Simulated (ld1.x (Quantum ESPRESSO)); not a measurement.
# fluorine (F): excitation energies, all-electron against PAW

fluorine (F), PAW, made with ld1.x (Quantum ESPRESSO) 7.5 (PBEsol, non-relativistic). Core [He], reference 2s2 2p5. Waves: 2s (bound): rcut 0.50, rcutus 0.70 bohr; 2s channel at 0.5 Ry: rcut 0.50, rcutus 0.70 bohr; 2p (bound): rcut 1.50, rcutus 1.80 bohr; 2p channel at -0.2 Ry: rcut 1.50, rcutus 1.80 bohr. Local part: all-electron potential smoothed inside 0.85 bohr (lloc = -2). Core correction: Bessel-smoothed model core inside 0.65 bohr. Augmentation charge: GAUSS, radius 0.50 bohr.

Energies are relative to the spin-unpolarised reference configuration 2s2 2p5; without spin polarisation the order of configurations can differ from experiment.

```json
{"valence configuration": "2s2 2p4", "charge": "+1", "ΔE all-electron (eV)": "19.328", "error AE − PS (meV)": "+99"}
{"valence configuration": "2s2 2p3", "charge": "+2", "ΔE all-electron (eV)": "57.616", "error AE − PS (meV)": "+422"}
{"valence configuration": "2s2 2p2", "charge": "+3", "ΔE all-electron (eV)": "118.110", "error AE − PS (meV)": "+993"}
{"valence configuration": "2s2 2p4.5", "charge": "+0.5", "ΔE all-electron (eV)": "7.516", "error AE − PS (meV)": "+24"}
{"valence configuration": "2s2 2p1", "charge": "+4", "ΔE all-electron (eV)": "203.699", "error AE − PS (meV)": "+1801"}
```

Q: What are ΔE and the potential's error for 2s1 2p5?

A: ΔE = 38.220 eV all-electron; the error (AE − PS) is -9.1 meV.

Q: What are ΔE and the potential's error for 2s2 2p5.3?

A: ΔE = -2.656 eV all-electron; the error (AE − PS) is +7.4 meV.
